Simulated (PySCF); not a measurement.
A structure optimised at PBE0-D3(BJ)/def2-TZVP, used in a PySCF frequency run:

```xyz
5

Se     0.0431     0.3880     0.0000
H     -1.4201     0.6308     0.0000
N      0.0935    -1.4523     0.0000
H     -0.3495    -1.8282    -0.8271
H     -0.3495    -1.8282     0.8271
```
Charge 0, spin multiplicity 1.

Task: Write its SMILES, formula and point group.

Result: N[SeH], H3NSe, Cs

Task: What are its rotational constants (standard atomic weights)?

Result: 131.11, 10.229, 10.007 GHz
